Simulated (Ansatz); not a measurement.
The cluster Li3Al. Total charge 0; singlet. Geometry PBE0-D4/def2-TZVP, that of the neutral singlet.

```xyz
4

Al   -0.1307    0.1949    1.2215
Li   -1.8122   -1.7076    0.2788
Li    1.7862    1.7535    0.1114
Li    0.1567   -0.2408   -1.6118
```

At PBE-D4/def2-TZVP, r2SCAN-D4/def2-TZVP, PBE0-D4/def2-TZVP the unrestricted singlet has broken spin symmetry (⟨S²⟩ up to 0.59). The structure comes from a short search, and lower isomers may exist.

Question: Estimate the orbital energies around the gap (eV) in Ansatz with PBE-D4/def2-TZVP, r2SCAN-D4/def2-TZVP, PBE0-D4/def2-TZVP.

Answer: 
| orbital | PBE-D4/def2-TZVP | r2SCAN-D4/def2-TZVP | PBE0-D4/def2-TZVP |
| --- | --- | --- | --- |
| HOMO−5 | -50.74 | -52.36 | -54.83 |
| HOMO−4 | -50.74 | -52.36 | -54.83 |
| HOMO−3 | -50.29 | -52.13 | -54.38 |
| HOMO−2 | -7.03 | -7.11 | -8.07 |
| HOMO−1 | -3.35 | -3.34 | -3.93 |
| HOMO | -3.14 | -3.30 | -3.67 |
| LUMO | -2.37 | -2.01 | -1.67 |
| LUMO+1 | -1.87 | -1.64 | -1.35 |
| LUMO+2 | -1.59 | -1.42 | -1.06 |
| LUMO+3 | -1.19 | -0.88 | -0.67 |
| LUMO+4 | -0.85 | -0.39 | -0.27 |
| LUMO+5 | -0.42 | -0.01 | 0.20 |
| β HOMO | -3.14 | -3.30 | -3.67 |
| β LUMO | -2.37 | -2.01 | -1.67 |
